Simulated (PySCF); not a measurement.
Mayer bond orders and bond lengths

4-cyclopentene-1,3-dione, C5H4O2.
SMILES with atom numbers: `[O:1]=[C:2]1[CH:3]=[CH:4][C:5](=[O:6])[CH2:7]1` (hydrogens: H8 on C3; H9 on C4; H10, H11 on C7)

Cartesian coordinates in Å at the PBE0-D3(BJ)/def2-SVP level; atoms count from 1:
```xyz
11
C5H4O2 angstrom
O      1.614   -1.830    0.301
C      0.869   -0.897    0.151
C      1.275    0.498   -0.189
C      0.198    1.296   -0.284
C     -1.052    0.527   -0.018
O     -2.169    0.976   -0.030
C     -0.644   -0.906    0.268
H      2.322    0.774   -0.329
H      0.178    2.362   -0.518
H     -1.099   -1.605   -0.452
H     -0.969   -1.226    1.270
```

Bond orders from the PBE0/pcSseg-1 density (PySCF). Isolated species at its PBE0-D3(BJ)/def2-SVP geometry, gas phase.

**Question.** How far do the computed orders between heavy atoms stray from the drawn ones?

**Answer.** The largest departure is 0.330, at C3–C4 (drawn double, 1.670). Drawn double or triple, more than 0.30 short of the drawn order: C3–C4 (1.670).

**Question.** Set the Mayer orders of the bonds between heavy atoms beside their lengths.

**Answer.** 
| bond | drawn as | length (Å) | Mayer order |
| --- | --- | --- | --- |
| O1–C2 | double | 1.204 | 1.994 |
| C2–C3 | single | 1.492 | 1.006 |
| C3–C4 | double | 1.344 | 1.670 |
| C4–C5 | single | 1.492 | 1.006 |
| C5–O6 | double | 1.204 | 1.994 |
| C5–C7 | single | 1.518 | 0.965 |
| C7–C2 | single | 1.518 | 0.965 |

Bonds between the same two heavy elements. C–O: all 2 within 0.02 of one another (1.994 to 1.994). C–C: lowest C5–C7 and C7–C2 (0.965, 1.518 Å), highest C3–C4 (1.670, 1.344 Å). Bonds named together lie within 0.004.

**Question.** And the bonds to hydrogen?

**Answer.** C–H: 0.91 to 0.97 (4 bonds).

**Question.** Sum the orders of all bonds at each heavy atom with more than one neighbour and set the sums beside the valence in the SMILES.

**Answer.** C2 3.965 (drawn 4), C3 3.643 (drawn 4), C4 3.643 (drawn 4), C5 3.965 (drawn 4), C7 3.750 (drawn 4). Orders between atoms that aren't bonded are not in these sums.

Mayer orders depend on the basis set.
